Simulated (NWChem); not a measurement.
Isomers of CH$_{4}$O$_{3}$Si, each optimised at PBE0/def2-SVP with NWChem, gas phase unless a solvent is named. Flexible species stand in one conformer each, which need not be the lowest.  Relative energies count from the lowest isomer at each level and are electronic, without zero-point energy, on those geometries.

A: O=C[SiH](O)O
B: O[SiH]1OCO1
C: [SiH2](C(O)=O)O
D: O=CO[SiH2]O

```
quantity                                                         A     B     C     D
------------------------------------------------------------  ----  ----  ----  ----
relative energy, CAM-B3LYP/def2-TZVP (kcal/mol)               19.3   0.0  33.2   6.0
relative energy, PBE0/def2-TZVP (kcal/mol)                    20.9   0.0  32.8   7.9
SMD solvation free energy in water, PBE0/def2-SVP (kcal/mol)  -7.3  -8.2  -6.0  -3.2
```
